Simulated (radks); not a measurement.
Q: The mean radii <r> (bohr) of the occupied orbitals of an atom or ion are listed with their occupations. All-electron calculation, non-relativistic Kohn-Sham, LB94 model potential, spin-polarised, spherical densities, point nucleus. Program: a radial shooting solver on a logarithmic mesh with Libxc functionals.

orbital  occ.      <r>
1s down     1  0.02806
1s up       1  0.02807
2s up       1   0.1171
2s down     1   0.1173
2p up       3  0.09907
2p down     1  0.09914

Name the element and its charge. Open shells, if any, are filled with parallel spins first.

A: Z = 54, xenon, charge +46: Xe46+ in [He] 2s2 2p4. The 1s radius gives Z: for a bare nucleus <r> = 1.5/Z, 0.02778 bohr for Z = 54, and screening makes it slightly larger (0.02806 here). The occupations add up to 8, and the charge is Z minus that.
